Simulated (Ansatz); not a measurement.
Start from `[F][GeH2][AlH2]` and change one atom or group to get `[F][GeH2][Br]`.

Ansatz, PBE0-D4/def2-TZVP geometries, multiplicity 1. 

Scalar relativity is left out up to krypton.

```tsv
property	`[F][GeH2][AlH2]`
LUMO energy (B3LYP/def2-TZVPP) / eV	-2.57
HOMO–LUMO gap (PBE/def2-TZVPP) / eV	3.53
size of the dipole moment (PBE/def2-TZVPP) / D	2.21
HOMO energy (ωB97M-V/def2-TZVPP) / eV	-9.82
size of the dipole moment (ωB97M-V/def2-TZVPP) / D	2.43
size of the dipole moment (B3LYP/def2-TZVPP) / D	2.40
```

What does the change do to each property? (Estimate.)

The calculation gave: 
```
                                          property  `[F][GeH2][Br]`  shift
               LUMO energy (B3LYP/def2-TZVPP) / eV            -0.99   1.58
               HOMO–LUMO gap (PBE/def2-TZVPP) / eV             5.75   2.22
    size of the dipole moment (PBE/def2-TZVPP) / D             2.00  -0.21
             HOMO energy (ωB97M-V/def2-TZVPP) / eV           -10.88  -1.06
size of the dipole moment (ωB97M-V/def2-TZVPP) / D             2.18  -0.25
  size of the dipole moment (B3LYP/def2-TZVPP) / D             2.15  -0.25
```

With PBE0 the HOMO falls by 0.87 eV and the LUMO rises by 1.70 eV, so the gap widens by about 2.57 eV. PBE moves the HOMO by -0.72 eV and ωB97M-V by -1.06 eV. The zero-point energy changes by -31.1 kJ/mol with -6 modes. Dipoles are sizes alone; their direction can turn.

B3LYP here is the variant with VWN-RPA as its local correlation; programs differ in this.

Spin–orbit coupling is left out; it splits and shifts lone-pair levels of the heavy atoms by tenths of an eV.
